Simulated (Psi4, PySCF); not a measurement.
The Psi4 input:
```
memory 2 GB

molecule {
0 3
  Te   -0.00000000   -0.00000000   -1.30099916
  Te    0.00000000    0.00000000    1.30099916
}

set basis def2-svp
set reference uks
set scf_type pk
set puream true
set d_convergence 1e-8
set dft_radial_points 99
set dft_spherical_points 590

energy('cam-b3lyp')
print_variables()
```

Give the equivalent PySCF input.

This is not unique; one that fits is 
```python
from pyscf import gto, scf, dft

mol = gto.M(
    atom='''
Te   -0.00000000   -0.00000000   -1.30099916
Te    0.00000000    0.00000000    1.30099916
''',
    basis='def2-svp',
    ecp={'Te': 'def2-svp'},
    spin=2,
    verbose=4,
)

mf = dft.UKS(mol)
mf.xc = 'camb3lyp'
mf.grids.atom_grid = (99, 590)
mf.grids.prune = None
mf.kernel()
```

Both were run: Psi4 gave -536.042827 Eh and PySCF -536.042826 Eh, 0.001 mEh apart.
